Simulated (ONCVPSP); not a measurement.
## indium: ONCV pseudisation with PBE, scalar-relativistic reference atom.

ONCVPSP 4.0.1 was run on this input:

```
# ATOM AND REFERENCE CONFIGURATION
# atsym  z   nc   nv     iexc    psfile
  In 49.00    6    5        4      upf
#
#   n    l    f
    1    0    2.00
    2    0    2.00
    2    1    6.00
    3    0    2.00
    3    1    6.00
    3    2   10.00
    4    0    2.00
    4    1    6.00
    4    2   10.00
    5    0    1.75
    5    1    1.25
#
# PSEUDOPOTENTIAL AND OPTIMIZATION
# lmax
    2
#
#   l,   rc,      ep,       ncon, nbas, qcut
    0    1.45    0.00    4    7    8.30
    1    1.70    0.00    4    8    8.30
    2    1.50    0.00    4    9    8.20
#
# LOCAL POTENTIAL
# lloc, lpopt,  rc(5),   dvloc0
    4    4    1.05   -1.00
#
# VANDERBILT-KLEINMAN-BYLANDER PROJECTORs
# l, nproj, debl
    0    2    0.80
    1    2    3.80
    2    2    2.20
#
# MODEL CORE CHARGE
# icmod, fcfact, rcfact
    3    3.25    1.20
#
# LOG DERIVATIVE ANALYSIS
# epsh1, epsh2, depsh
   -6.00    5.00    0.04
#
# OUTPUT GRID
# rlmax, drl
    6.00    0.01
#
# TEST CONFIGURATIONS
# ncnf
    4
# nvcnf
#   n    l    f
    5
    4    0    2.00
    4    1    6.00
    4    2   10.00
    5    0    2.00
    5    1    1.00
#
    5
    4    0    2.00
    4    1    6.00
    4    2   10.00
    5    0    2.00
    5    1    0.00
#
    5
    4    0    2.00
    4    1    6.00
    4    2   10.00
    5    0    1.00
    5    1    0.00
#
    5
    4    0    2.00
    4    1    6.00
    4    2   10.00
    5    0    0.00
    5    1    0.00
#
```

Command:

```bash
oncvpsp.x < In.dat > In.out
```

Output (shortened: citation, most of the input echo, consistency checks and plot data are left out):

```
ONCVPSP  (Optimized Norm-Conservinng Vanderbilt PSeudopotential)
scalar-relativistic version 4.0.1

#   n    l    f        energy (Ha)
    1    0    2.00    -1.0199711E+03
    2    0    2.00    -1.5273253E+02
    2    1    6.00    -1.3708440E+02
    3    0    2.00    -2.8995238E+01
    3    1    6.00    -2.3871164E+01
    3    2   10.00    -1.5917723E+01
    4    0    2.00    -4.4135188E+00
    4    1    6.00    -2.8873395E+00
    4    2   10.00    -6.9992211E-01
    5    0    1.75    -3.1142091E-01
    5    1    1.25    -9.9358395E-02

Reference configufation results
  iterations    21
  all-electron total energy (Ha)   -5.88158329D+03

Begin loop to  construct optimized pseudo wave functions
and semi-local pseudopoentials for all angular momenta

Calculating optimized projector #   1

 for l=   0

    Fraction of norm inside rc  0.967077
    Optimizing pswf for qcut=   8.31 a_B^-1,  ecut=  34.56 Ha
    Residual kinetic energy error=  9.00D-06 Ha

    Energy error per electron        Cutoff
         Ha          eV             Ha
         0.01000     0.27211       19.34
         0.00100     0.02721       25.80
         0.00010     0.00272       30.16
         0.00001     0.00027       35.07

Calculating optimized projector #   2

 for l=   0

    Fraction of norm inside rc  0.076474
    Optimizing pswf for qcut=   8.31 a_B^-1,  ecut=  34.56 Ha
    Residual kinetic energy error=  1.97D-05 Ha

    Energy error per electron        Cutoff
         Ha          eV             Ha
         0.01000     0.27211       15.89
         0.00100     0.02721       25.10
         0.00010     0.00272       30.76
         0.00001     0.00027       42.71

Calculating optimized projector #   1

 for l=   1

    Fraction of norm inside rc  0.975782
    Optimizing pswf for qcut=   8.30 a_B^-1,  ecut=  34.43 Ha
    Residual kinetic energy error=  2.52D-07 Ha

    Energy error per electron        Cutoff
         Ha          eV             Ha
         0.01000     0.27211       18.18
         0.00100     0.02721       22.86
         0.00010     0.00272       26.87
         0.00001     0.00027       29.95

Calculating optimized projector #   2

 for l=   1

    Fraction of norm inside rc  0.047089
    Optimizing pswf for qcut=   8.30 a_B^-1,  ecut=  34.43 Ha
    Residual kinetic energy error=  4.82D-08 Ha

    Energy error per electron        Cutoff
         Ha          eV             Ha
         0.01000     0.27211       12.40
         0.00100     0.02721       17.78
         0.00010     0.00272       22.24
         0.00001     0.00027       26.07

   Wellstate for l =  2  n =  6
     eigenvalue =   1.5001
     asymptotic potential =   2.0001
     half-point radius =  4.2199

Calculating optimized projector #   1

 for l=   2

    Fraction of norm inside rc  0.777702
    Optimizing pswf for qcut=   8.21 a_B^-1,  ecut=  33.69 Ha
    Residual kinetic energy error=  2.23D-04 Ha

    Energy error per electron        Cutoff
         Ha          eV             Ha
         0.01000     0.27211       25.30
         0.00100     0.02721       30.36
         0.00010     0.00272       46.69
         0.00001     0.00027      133.65

Calculating optimized projector #   2

 for l=   2

    Fraction of norm inside rc  0.059196
    Optimizing pswf for qcut=   8.21 a_B^-1,  ecut=  33.69 Ha
    Residual kinetic energy error=  1.43D-04 Ha

    Energy error per electron        Cutoff
         Ha          eV             Ha
         0.01000     0.27211       22.81
         0.00100     0.02721       29.23
         0.00010     0.00272       34.78
         0.00001     0.00027       71.92

Construct Vanderbilt / Kleinmman-Bylander projectors

B matrix Hermiticity error, ll=   0
   1   2    6.5032E-04

  Orthonormal projector coefficients  1.1444E+01  2.6376E+00

B matrix Hermiticity error, ll=   1
   1   2    2.6333E-04

  Orthonormal projector coefficients  4.8232E+00  1.0914E+00

B matrix Hermiticity error, ll=   2
   1   2   -2.5107E-04

  Orthonormal projector coefficients  2.1467E+01 -2.1525E+00

Model core correction analysis
  based on d2Exc/dn_idn_j

d2excae - all-electron derivatives

   -3.491838D-02   -3.152906D-02   -2.212125D-02   -2.157544D-03
   -9.597571D-04
   -3.152919D-02   -2.961976D-02   -2.244168D-02   -2.557063D-03
   -1.001409D-03
   -2.212145D-02   -2.244178D-02   -2.115550D-02   -6.662793D-03
   -2.686163D-03
   -2.157461D-03   -2.556851D-03   -6.662133D-03   -2.679301D-02
   -2.104269D-02
   -9.597537D-04   -1.001351D-03   -2.685554D-03   -2.103968D-02
   -2.552764D-02

d2excps - pseudofunction derivatives with no core correction

   -4.612296D-02   -3.561675D-02   -2.227098D-02   -3.361807D-03
   -1.236020D-03
   -3.561825D-02   -3.290509D-02   -2.365091D-02   -3.021117D-03
   -1.199245D-03
   -2.227121D-02   -2.365103D-02   -2.258428D-02   -6.640132D-03
   -2.718734D-03
   -3.362270D-03   -3.020932D-03   -6.639472D-03   -2.689586D-02
   -2.106517D-02
   -1.236113D-03   -1.199198D-03   -2.718125D-03   -2.106217D-02
   -2.553714D-02

rms 2nd derivative error    2.670990E-03

rmatch, rhocmatch    0.5625   35.9264

Teter function model core charge with specified parameters

d2excps - pseudofunction derivatives with core correction

   -3.481171D-02   -3.145606D-02   -2.137629D-02   -2.322598D-03
   -1.017406D-03
   -3.145612D-02   -3.039453D-02   -2.297882D-02   -2.647871D-03
   -1.070643D-03
   -2.137640D-02   -2.297890D-02   -2.242370D-02   -6.554903D-03
   -2.681741D-03
   -2.322517D-03   -2.647666D-03   -6.554242D-03   -2.680119D-02
   -2.104597D-02
   -1.017402D-03   -1.070588D-03   -2.681133D-03   -2.104296D-02
   -2.553075D-02

rms 2nd derivative error    4.014159E-04

Pseudoatom total energy -190.212084

Diagnostic tests using Vanderbilt-Kleinman-Bylander pseudopotentials
  1 or more projectors used as specified by nproj input data

   l    rcore       rmatch      e in        delta e   norm test  slope test

   0   1.4560211   1.5002291  -4.4135188   0.0000068   1.0002638   1.0002415
   0   1.4560211   1.5002291  -0.3114209   0.0000068   1.0000481   1.0000370

   1   1.7010425   1.7526899  -2.8873395   0.0000049   1.0002177   1.0002065
   1   1.7010425   1.7526899  -0.0993584   0.0000034   1.0000384   1.0000288

   2   1.5002291   1.5457793  -0.6999221  -0.0000125   1.0001506   1.0001615
   2   1.5002291   1.5457793   1.5000779   0.0000225   1.0001503   1.0001503

 Testing for bound ghosts
   n   l    E NL Schr. Eq   E Basis Diag.   E Cutoff

   1   0       -4.413512       -4.413511     90.05
   2   0       -0.311414       -0.254708     90.05

   2   1       -2.887335       -2.887334    105.53
   3   1       -0.099355       -0.025412    105.53

   3   2       -0.699935       -0.699339    197.15

 Testing for highly-localized positive-energy ghosts
       l    <radius>/rc     E Basis Diag.   E Cutoff

       2        0.337508       34.389162    197.15  WARNING - GHOST(+)

Test configuration 0

   n   l     f        eae           eps        diff
   1   0  2.0000-1019.97107838
   2   0  2.0000 -152.73253203
   2   1  6.0000 -137.08439699
   3   0  2.0000  -28.99523771
   3   1  6.0000  -23.87116450
   3   2 10.0000  -15.91772257
   4   0  2.0000   -4.41351879   -4.41351196    6.83D-06
   4   1  6.0000   -2.88733952   -2.88733463    4.89D-06
   4   2 10.0000   -0.69992211   -0.69993458   -1.25D-05
   5   0  1.7500   -0.31142091   -0.31141412    6.79D-06
   5   1  1.2500   -0.09935840   -0.09935499    3.40D-06

    Total energies and differences
      AE_ref= -5.88158329D+03  AE_tst= -5.88158329D+03  dif=  0.00D+00
      PS_ref= -1.90212084D+02  PS_tst= -1.90212084D+02  dif= -1.79D-12
      PSP excitation error=  1.79D-12

Test configuration 1

   n   l     f        eae           eps        diff
   1   0  2.0000-1019.95496395
   2   0  2.0000 -152.71680934
   2   1  6.0000 -137.06867834
   3   0  2.0000  -28.97933047
   3   1  6.0000  -23.85526208
   3   2 10.0000  -15.90185308
   4   0  2.0000   -4.39741076   -4.39722914    1.82D-04
   4   1  6.0000   -2.87123162   -2.87116359    6.80D-05
   4   2 10.0000   -0.68439220   -0.68440839   -1.62D-05
   5   0  2.0000   -0.30176496   -0.30175004    1.49D-05
   5   1  1.0000   -0.09256095   -0.09255823    2.73D-06

    Total energies and differences
      AE_ref= -5.88158329D+03  AE_tst= -5.88163595D+03  dif= -5.27D-02
      PS_ref= -1.90212084D+02  PS_tst= -1.90264744D+02  dif= -5.27D-02
      PSP excitation error=  4.93D-06

Test configuration 2

   n   l     f        eae           eps        diff
   1   0  2.0000-1020.23088656
   2   0  2.0000 -152.99126966
   2   1  6.0000 -137.34330486
   3   0  2.0000  -29.25359294
   3   1  6.0000  -24.12953529
   3   2 10.0000  -16.17605630
   4   0  2.0000   -4.67171257   -4.67169822    1.44D-05
   4   1  6.0000   -3.14569823   -3.14572467   -2.64D-05
   4   2 10.0000   -0.95816598   -0.95820500   -3.90D-05
   5   0  2.0000   -0.54849627   -0.54847725    1.90D-05

    Total energies and differences
      AE_ref= -5.88158329D+03  AE_tst= -5.88143885D+03  dif=  1.44D-01
      PS_ref= -1.90212084D+02  PS_tst= -1.90067601D+02  dif=  1.44D-01
      PSP excitation error= -3.64D-05

Test configuration 3

   n   l     f        eae           eps        diff
   1   0  2.0000-1020.62443740
   2   0  2.0000 -153.38008447
   2   1  6.0000 -137.73238653
   3   0  2.0000  -29.64280069
   3   1  6.0000  -24.51873439
   3   2 10.0000  -16.56498989
   4   0  2.0000   -5.06106775   -5.06244639   -1.38D-03
   4   1  6.0000   -3.53499747   -3.53562503   -6.28D-04
   4   2 10.0000   -1.34244364   -1.34253531   -9.17D-05
   5   0  1.0000   -0.86991953   -0.87000643   -8.69D-05

    Total energies and differences
      AE_ref= -5.88158329D+03  AE_tst= -5.88073196D+03  dif=  8.51D-01
      PS_ref= -1.90212084D+02  PS_tst= -1.89360569D+02  dif=  8.52D-01
      PSP excitation error= -1.88D-04

Test configuration 4

psatom: WARNING lschvkbb convergence error n,l,iter=   3   1   5
ea(ii),et,emin,emax -1.173298E-01 -1.290628E-01 -1.290628E-01 -1.290628E-01
run_config: WARNING for fully non-local PS atom, stg. 1
 WARNING no output for configuration 5
```

The run took about 3.4 s on one core of a shared server CPU.
